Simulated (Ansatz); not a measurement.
(Li2S)n off (charge +1): r2SCAN-D4/def2-TZVP single points in Ansatz on relaxed structures, gas phase. Each cluster is the lowest isomer that a short search found in that spin, judged at the geometry's level, and lower ones may exist. HOMO and LUMO are taken over both spins. Singlets are spin-restricted. The spins of the ions were chosen, not always searched. The structures are stationary points that may keep the symmetry of their start.

Problem. Estimate the order by vertical EA (eV), lowest first.
A. Li4S2⁺ (doublet; reduced ion singlet)
B. Li3S⁺ (singlet)
C. Li2S⁺ (doublet; reduced ion singlet)

Solution. B (3.55), A (5.63), C (6.02).

In full:

```
species  atoms                         state             geometry  HOMO (eV)  LUMO (eV)  gap (eV)  vertical EA (eV)  lowest of the spins relaxed  point group (within 0.1 Å)
  Li2S⁺      3  doublet; reduced ion singlet  r2SCAN-D4/def2-TZVP      -9.88      -8.79      1.09              6.02                            –                         D∞h
  Li3S⁺      4                       singlet   B3LYP-D4/def2-TZVP      -8.61      -4.19      4.42              3.55  singlet, of singlet/triplet                         D3h
 Li4S2⁺      6  doublet; reduced ion singlet     PBE-D4/def2-TZVP      -8.40      -7.96      0.44              5.63                            –                         D2h
```

The gap (eV) runs from 0.44 (Li4S2⁺) to 4.42 (Li3S⁺). The vertical EA (eV) runs from 3.55 (Li3S⁺) to 6.02 (Li2S⁺).
